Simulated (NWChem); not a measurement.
C$_{2}$H$_{5}$BF$_{2}$O; SMILES OCCB(F)F

```xyz
11

O      0.1500     2.7153     0.0829
C     -0.4110     1.4193    -0.0744
C      0.6255     0.2970     0.0443
B      0.0398    -1.1579     0.0161
F     -1.2690    -1.3914     0.0236
F      0.8304    -2.2249    -0.0078
H      0.8012     2.8441    -0.6242
H     -0.9537     1.3341    -1.0297
H     -1.1563     1.3284     0.7215
H      1.1893     0.4263     0.9806
H      1.3804     0.3834    -0.7532
```
Atoms are numbered in this order, from 1.

All runs: NWChem. Pople sets run with spherical d functions. Geometry: optimised at B3LYP/6-31G* (spherical d). Total energies compare along this basis series because the functional is fixed.

```tsv
level	basis functions	energy (Ha)	highest occupied level (eV)	orbital gap (eV)	dipole (D)
TPSS/STO-3G	35	-373.9709	-2.08	5.08	1.35
TPSS/3-21G	64	-377.0729	?	?	1.61
TPSS/6-31G*	94	-379.1205	-5.98	5.68	1.48
TPSS/6-31+G*	118	-379.1468	-6.52	5.70	1.60
TPSS/6-311G**	138	-379.2440	-6.27	5.61	1.49
TPSS/6-311++G**	167	-379.2561	-6.59	5.65	1.54
```

Q: Complete the blanks.

A: 
- TPSS/3-21G, highest occupied level (eV): -5.55
- TPSS/3-21G, orbital gap (eV): 5.27
